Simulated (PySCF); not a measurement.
Isomers of C8H9PS.

All values: PBE0/pcSseg-1 (PySCF) at GFN2-xTB geometries, gas phase, one conformer each.

**Question.** Rank by HOMO energy, lowest first.
A. `[CH2:1]=[CH:2][c:3]1[cH:4][cH:5][cH:6][p:7][c:8]1[S:9][CH3:10]` with C1–C2–C3–C4 0°, P7–C8–S9–C10 -1°
B. `[CH:1]1=[CH:2][CH2:3][P:4]([c:5]2[cH:6][cH:7][cH:8][s:9]2)[CH2:10]1` with C3–P4–C5–C6 -134°, C1–C2–C3–P4 -13°, C2–C3–P4–C5 -82°, C3–P4–C10–C1 -16°, C2–C1–C10–P4 13°
C. `[S:1]=[PH:2]1[CH2:3][c:4]2[cH:5][cH:6][cH:7][cH:8][c:9]2[CH2:10]1` with S1–P2–C3–C4 155°, P2–C3–C4–C5 159°, C8–C9–C10–P2 -159°, S1–P2–C10–C9 -155°
D. `[CH:1]#[C:2][CH2:3][P:4]([CH3:5])[c:6]1[cH:7][cH:8][cH:9][s:10]1` with C2–C3–P4–C5 72°, C3–P4–C6–C7 131°
E. `[CH:1]#[C:2][c:3]1[p:4][cH:5][c:6]([CH:7]([CH3:8])[CH3:9])[s:10]1` with C5–C6–C7–C8 -121°
F. `[CH3:1][C:2]#[C:3][P:4]([CH3:5])[c:6]1[cH:7][cH:8][s:9][cH:10]1` with C3–P4–C6–C7 56°

**Answer.** D (-7.00 eV), B (-6.84 eV), C (-6.63 eV), E (-6.48 eV), F (-6.36 eV), A (-6.20 eV).

**Question.** Rank by the highest Hirshfeld charge on any atom, highest value first.
A. `[CH3:1][C:2]#[C:3][P:4]([CH3:5])[c:6]1[cH:7][cH:8][s:9][cH:10]1` with C3–P4–C6–C7 56°
B. `[CH:1]#[C:2][CH2:3][P:4]([CH3:5])[c:6]1[cH:7][cH:8][cH:9][s:10]1` with C2–C3–P4–C5 72°, C3–P4–C6–C7 131°
C. `[CH2:1]=[CH:2][c:3]1[p:4][c:5]([CH:6]2[CH2:7][CH2:8]2)[cH:9][s:10]1` with C1–C2–C3–P4 -179°, P4–C5–C6–C7 -148°
D. `[CH:1]#[C:2][c:3]1[p:4][c:5]([CH:6]([CH3:7])[CH3:8])[cH:9][s:10]1` with P4–C5–C6–C7 -118°
E. `[CH:1]1=[CH:2][CH2:3][P:4]([c:5]2[cH:6][cH:7][cH:8][s:9]2)[CH2:10]1` with C3–P4–C5–C6 -134°, C1–C2–C3–P4 -13°, C2–C3–P4–C5 -82°, C3–P4–C10–C1 -16°, C2–C1–C10–P4 13°
F. `[CH2:1]=[CH:2][c:3]1[cH:4][cH:5][cH:6][p:7][c:8]1[S:9][CH3:10]` with C1–C2–C3–C4 0°, P7–C8–S9–C10 -1°

**Answer.** A (+0.183 e), B (+0.168 e), E (+0.150 e), D (+0.135 e), C (+0.124 e), F (+0.077 e).

**Question.** Rank by the highest IAO charge on any atom, lowest value first.
A. `[CH:1]#[C:2][CH2:3][P:4]([CH3:5])[c:6]1[cH:7][cH:8][cH:9][s:10]1` with C2–C3–P4–C5 72°, C3–P4–C6–C7 131°
B. `[CH:1]1=[CH:2][CH2:3][P:4]([c:5]2[cH:6][cH:7][cH:8][s:9]2)[CH2:10]1` with C3–P4–C5–C6 -134°, C1–C2–C3–P4 -13°, C2–C3–P4–C5 -82°, C3–P4–C10–C1 -16°, C2–C1–C10–P4 13°
C. `[CH2:1]=[CH:2][c:3]1[p:4][c:5]([CH:6]2[CH2:7][CH2:8]2)[cH:9][s:10]1` with C1–C2–C3–P4 -179°, P4–C5–C6–C7 -148°
D. `[CH2:1]=[CH:2][c:3]1[cH:4][cH:5][cH:6][p:7][c:8]1[S:9][CH3:10]` with C1–C2–C3–C4 0°, P7–C8–S9–C10 -1°
E. `[CH3:1][C:2]#[C:3][P:4]([CH3:5])[c:6]1[cH:7][cH:8][cH:9][s:10]1` with C3–P4–C6–C7 44°
F. `[S:1]=[P@@H:2]1[CH2:3][CH2:4][c:5]2[cH:6][cH:7][cH:8][cH:9][c:10]21` with S1–P2–C3–C4 -152°, P2–C3–C4–C5 30°, C3–C4–C5–C6 159°, S1–P2–C10–C9 -36°

**Answer.** D (+0.315 e), C (+0.360 e), B (+0.502 e), A (+0.550 e), E (+0.606 e), F (+0.951 e).

All values together:

| SMILES | μ (D) | HOMO (eV) | LUMO (eV) | lowest IAO charge (e) | highest IAO charge (e) | lowest Hirshfeld charge (e) | highest Hirshfeld charge (e) |
| --- | --- | --- | --- | --- | --- | --- | --- |
| S=[PH]1Cc2ccccc2C1 | 4.67 | -6.63 | -0.80 | -0.586 (S) | +0.955 (P) | -0.331 (S) | +0.319 (P) |
| C#CCP(C)c1cccs1 | 1.34 | -7.00 | -0.94 | -0.610 (C) | +0.550 (P) | -0.171 (C) | +0.168 (P) |
| C1=CCP(c2cccs2)C1 | 0.80 | -6.84 | -0.83 | -0.450 (C) | +0.502 (P) | -0.121 (C) | +0.150 (P) |
| C=Cc1cccpc1SC | 0.50 | -6.20 | -1.73 | -0.509 (C) | +0.315 (P) | -0.122 (C) | +0.077 (P) |
| CC#CP(C)c1cccs1 | 1.99 | -6.21 | -0.52 | -0.606 (C) | +0.606 (P) | -0.167 (C) | +0.176 (P) |
| C#Cc1pc(C(C)C)cs1 | 1.70 | -6.62 | -1.96 | -0.412 (C) | +0.395 (S) | -0.118 (C) | +0.135 (S) |
| C#Cc1pcc(C(C)C)s1 | 2.36 | -6.48 | -1.92 | -0.416 (C) | +0.370 (P) | -0.135 (C) | +0.147 (S) |
| C=C/C(C)=P\c1ccsc1 | 1.19 | -6.32 | -2.02 | -0.420 (C) | +0.349 (S) | -0.121 (C) | +0.110 (S) |
| S=[P@@H]1CCc2ccccc21 | 4.99 | -6.56 | -1.06 | -0.589 (S) | +0.951 (P) | -0.327 (S) | +0.307 (P) |
| CC#CP(C)c1ccsc1 | 1.72 | -6.36 | -0.44 | -0.604 (C) | +0.594 (P) | -0.161 (C) | +0.183 (P) |
| C=Cc1pc(C2CC2)cs1 | 1.27 | -6.34 | -1.90 | -0.371 (C) | +0.360 (S) | -0.103 (C) | +0.124 (S) |

Conformers: `[S:1]=[PH:2]1[CH2:3][c:4]2[cH:5][cH:6][cH:7][cH:8][c:9]2[CH2:10]1` with S1–P2–C3–C4 155°, P2–C3–C4–C5 159°, C8–C9–C10–P2 -159°, S1–P2–C10–C9 -155°; `[CH:1]#[C:2][CH2:3][P:4]([CH3:5])[c:6]1[cH:7][cH:8][cH:9][s:10]1` with C2–C3–P4–C5 72°, C3–P4–C6–C7 131°; `[CH:1]1=[CH:2][CH2:3][P:4]([c:5]2[cH:6][cH:7][cH:8][s:9]2)[CH2:10]1` with C3–P4–C5–C6 -134°, C1–C2–C3–P4 -13°, C2–C3–P4–C5 -82°, C3–P4–C10–C1 -16°, C2–C1–C10–P4 13°; `[CH2:1]=[CH:2][c:3]1[cH:4][cH:5][cH:6][p:7][c:8]1[S:9][CH3:10]` with C1–C2–C3–C4 0°, P7–C8–S9–C10 -1°; `[CH3:1][C:2]#[C:3][P:4]([CH3:5])[c:6]1[cH:7][cH:8][cH:9][s:10]1` with C3–P4–C6–C7 44°; `[CH:1]#[C:2][c:3]1[p:4][c:5]([CH:6]([CH3:7])[CH3:8])[cH:9][s:10]1` with P4–C5–C6–C7 -118°; `[CH:1]#[C:2][c:3]1[p:4][cH:5][c:6]([CH:7]([CH3:8])[CH3:9])[s:10]1` with C5–C6–C7–C8 -121°; `[CH2:1]=[CH:2]/[C:3]([CH3:4])=[P:5]\[c:6]1[cH:7][cH:8][s:9][cH:10]1` with C1–C2–C3–C4 12°, C3–P5–C6–C7 -133°; `[S:1]=[P@@H:2]1[CH2:3][CH2:4][c:5]2[cH:6][cH:7][cH:8][cH:9][c:10]21` with S1–P2–C3–C4 -152°, P2–C3–C4–C5 30°, C3–C4–C5–C6 159°, S1–P2–C10–C9 -36°; `[CH3:1][C:2]#[C:3][P:4]([CH3:5])[c:6]1[cH:7][cH:8][s:9][cH:10]1` with C3–P4–C6–C7 56°; `[CH2:1]=[CH:2][c:3]1[p:4][c:5]([CH:6]2[CH2:7][CH2:8]2)[cH:9][s:10]1` with C1–C2–C3–P4 -179°, P4–C5–C6–C7 -148°.
